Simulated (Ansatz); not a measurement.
Computed with Ansatz on PBE0-D4/def2-TZVP structures; ΔE is electronic, products minus reactants. CCSD(T)/CBS adds triple-zeta CCSD(T) − MP2 to the extrapolated MP2 energy (def2 sets, frozen cores). This one scheme is used for every species. DFT in def2-TZVPP. B3LYP here is the variant with VWN-RPA as its local correlation; programs differ in this. For Ge outer-core shells are correlated without core-valence functions, which leaves a few kJ/mol of doubt a bond. Scalar relativity is left out up to krypton. Each species was taken in one conformer, which may not be the lowest.

Reaction (formal exchange of groups at a C–S bond): `[SiH3][GeH2][CH2]S` + CH₄ → `C[CH2][GeH2][SiH3]` + H₂S

Problem. Is it downhill or uphill in electronic energy at CCSD(T)/CBS, and by how much? (An estimate is asked.)

Solution. The calculation gave: Nearly level: ΔE = +0.1 kcal/mol.

Problem. What do these levels give: PBE-D4, B3LYP-D4, ωB97X-V, ωB97M-V, PBE, r2SCAN, HF/def2-TZVPP, SCS-MP2/def2-TZVPP, CCSD(T)/def2-TZVPP, HF/CBS(def2), MP2/CBS(def2), CCSD/CBS(def2)? (An estimate is asked.)

Solution. The calculation gave: PBE-D4 1.0, B3LYP-D4 0.8, ωB97X-V 0.1, ωB97M-V 0.4, PBE 0.6, r2SCAN 0.7, HF/def2-TZVPP -1.2, SCS-MP2/def2-TZVPP 0.1, CCSD(T)/def2-TZVPP -0.5, HF/CBS(def2) -1.2, MP2/CBS(def2) 1.1, CCSD/CBS(def2) -0.4 kcal/mol.

Largest T1 diagnostic among the species: 0.011.

The D4 term adds +0.9 kcal/mol with B3LYP and +0.4 kcal/mol with PBE0; it sums over pairs of atoms, weighted by their polarisabilities, and B3LYP, whose exchange is more repulsive, gets the larger term.
